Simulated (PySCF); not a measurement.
F⁺: ionisation energy

F⁺ [He] 2s2 2p4 (3P) → F²⁺ [He] 2s2 2p3 (4S), as a difference of total energies. Computed with PySCF 2.14 in dyall-av3z, with the non-relativistic Hamiltonian (point nucleus). Correlated levels: valence: 1s2 frozen; virtual orbitals above 40 to 60 times the deepest correlated orbital energy dropped. The calculations carry no spin-orbit coupling.

```json
{"method": "UHF", "ionisation energy (eV)": "33.390", "plus first-order spin-orbit estimate": "33.410", "error of that sum (eV)": "-1.561"}
{"method": "MP2 (valence)", "ionisation energy (eV)": "34.646", "plus first-order spin-orbit estimate": "34.666", "error of that sum (eV)": "-0.305"}
{"method": "SCS-MP2 (valence)", "ionisation energy (eV)": "34.756", "plus first-order spin-orbit estimate": "34.776", "error of that sum (eV)": "-0.195"}
{"method": "CCSD (valence)", "ionisation energy (eV)": "34.683", "plus first-order spin-orbit estimate": "34.703", "error of that sum (eV)": "-0.268"}
{"method": "CCSD(T) (valence)", "ionisation energy (eV)": "34.712", "plus first-order spin-orbit estimate": "34.732", "error of that sum (eV)": "-0.239"}
```

Reference: 34.971 eV (measured; NIST Atomic Spectra Database, ionization energies).

A first-order spin-orbit estimate (lowest level to lowest level, LS coupling) adds 0.020 eV.

Errors of the correlated levels include the incompleteness of this basis and the frozen core.
